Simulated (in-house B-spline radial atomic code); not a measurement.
How numerical settings move a run on the tin ion Sn²⁺, [Kr] 4d10 5s2. Computed with an all-electron radial atomic-structure program (B-spline basis): scalar-relativistic (X2C) Hartree-Fock, spin-polarised, averaged over the determinants with the given up and down occupations, Fermi nucleus of rms radius 4.6519 fm.

Command:
```bash
python run_scf.py task.json out
```
Settings of the sound reference run:
```
Z                50
electrons        48
configuration    [Kr] 4d10 5s2
hamiltonian      x2c
method           hf
spin_polarised   True
nucleus          fermi
rms_radius       4.6519
mass_number      120
atomic_mass      119.9022
speed_of_light   137.036
knot_spacing     0.22
spline_order     8
gauss_points     12
box_radius       22.22
max_iterations   70
damping          0.5
damped_steps     3
diis_vectors     10
tolerance        1e-08
start            Thomas-Fermi
```

Time taken, with all properties: 0.28 s on 1 thread of AMD EPYC 7R43 64-Core Processor, on a shared host.

It converges in 10 iterations to -6173.078288 hartree, with 5s up at -28.7789 eV. The other runs change the listed settings, some to values that make no sense; their results aren't properties of the atom or ion. Radii are in bohr (the nuclear one in fm), a minus after a letter asks for a j subshell, and «unchanged» means within 1e-8 hartree. The run stops when the residual is below 10 × tolerance × max(1, Z/10), or a noise floor if that is larger, and the energy moves by less than 1e-8 × √|E| hartree; so very loose and very tight tolerances often act alike.

| changed settings | outcome |
| --- | --- |
| spline_order = 10, max_iterations = 75, damping = 0 | converged in 11 iterations, energy -7.57e-07 hartree from the reference |
| max_iterations = 5 | not converged after 5 iterations, last residual 8.0e-03, last energy +2.14e-03 hartree from the reference |
| spline_order = 5 | converged in 10 iterations, energy +1.12e-04 hartree from the reference, 5s up level +1.7e-05 eV |
| box_radius = 4.44 | converged in 10 iterations, energy +4.97e-02 hartree from the reference, 5s up level +9.4e-01 eV (the program warns: 5s up reaches the box edge; 4p up reaches the box edge) |
| gauss_points = 3, first_knot = 0.02, max_iterations = 60 | converged in 10 iterations, energy -4.24e+04 hartree from the reference, 5s up level -1.1e+02 eV |
| max_iterations = 2 | not converged after 2 iterations, last residual 2.8e-01, last energy +2.38e+00 hartree from the reference |
| max_iterations = 12 | converged in 10 iterations, energy unchanged |
| spline_order = 6 | converged in 10 iterations, energy +6.36e-06 hartree from the reference, 5s up level +9.6e-07 eV |
| spline_order = 10, first_knot = 2e-06, max_iterations = 2, damping = 0.8 | not converged after 2 iterations, last residual 2.9e-01, last energy +2.38e+00 hartree from the reference |
| electrons = 49, configuration = [Kr] 4d10 5s2 1f1, max_iterations = 100 | stopped with error: there is no 1f shell |
| electrons = 51, configuration = [Kr] 4d10 5s2 6s3, max_iterations = 100 | stopped with error: shell 6s holds at most 1 electrons (per spin) |
| spline_order = 7 | converged in 10 iterations, energy +8.65e-07 hartree from the reference |
| box_radius = 3.33 | converged in 9 iterations, energy +4.07e-01 hartree from the reference, 5s up level +6.2e+00 eV (the program warns: 5s up reaches the box edge; 4s up reaches the box edge) |
| box_radius = 0.89 | converged in 8 iterations, energy +3.10e+02 hartree from the reference, 5s up level +1.4e+03 eV (the program warns: 5s up has a positive eigenvalue: unbound, held by the box; 4s up has a positive eigenvalue: unbound, held by the box) |
| box_radius = 11.11 | converged in 10 iterations, energy -3.44e-07 hartree from the reference, 5s up level +5.2e-07 eV |
| box_radius = 2.22 | converged in 8 iterations, energy +4.41e+00 hartree from the reference, 5s up level +4.8e+01 eV (the program warns: 5s up has a positive eigenvalue: unbound, held by the box; 5s down has a positive eigenvalue: unbound, held by the box) |
| gauss_points = 16, box_radius = 11.11, max_iterations = 50, damping = 0.2, tolerance = 1e-05 | converged in 8 iterations, energy -3.96e-07 hartree from the reference, 5s up level -1.4e-04 eV |
| box_radius = 6.67 | converged in 10 iterations, energy +5.15e-04 hartree from the reference, 5s up level +1.5e-02 eV (the program warns: 5s up reaches the box edge; 5s down reaches the box edge) |

Problem. What happens with max_iterations = 3?

Solution. Not converged after 3 iterations, last residual 7.0e-02, last energy +1.43e-01 hartree from the reference.

Problem. What happens with gauss_points = 5, first_knot = 2e-05, max_iterations = 75, damped_steps = 8, diis_vectors = 0?

Solution. Converged in 26 iterations, energy +1.67e-07 hartree from the reference, 5s up level +1.8e-06 eV.

Problem. What happens with max_iterations = 8?

Solution. Not converged after 8 iterations, last residual 6.7e-05, last energy +1.15e-07 hartree from the reference.

Problem. What happens with spline_order = 3?

Solution. Converged in 10 iterations, energy +1.83e-01 hartree from the reference, 5s up level +1.8e-02 eV.
